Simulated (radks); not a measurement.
Question: These are the eigenvalues of the occupied orbitals of an atom or ion with whole-number occupations (eV). Method: Dirac Kohn-Sham, relativistic LDA (MacDonald-Vosko exchange, VWN5 correlation), spin-unpolarised, spherical densities, finite nucleus; Fermi nuclear charge, rms radius of each element as measured or else 0.836 A^(1/3) + 0.57 fm; computed with a radial shooting solver on a logarithmic mesh with Libxc functionals.

1s1/2: -14264.51
2s1/2: -2037.197
2p1/2: -1862.044
2p3/2: -1808.536
3s1/2: -434.1078
3p1/2: -371.6125
3p3/2: -363.3726
3d3/2: -253.6026
3d5/2: -252.1754

Which element is it, and in what charge state? The configuration may be excited.

Answer: Z = 36, krypton, charge +9: Kr9+ in [Ar] 3d(3/2: 3, 5/2: 6). The list shows which subshells hold electrons but not how many an open one holds; the 1s level, -524.21 hartree, gives Z - s = 32.4 by -(Z - s)^2/2, which with screening and relativity narrows Z to a few neighbours, and the depths of the outer levels then fix element, charge and occupations together.
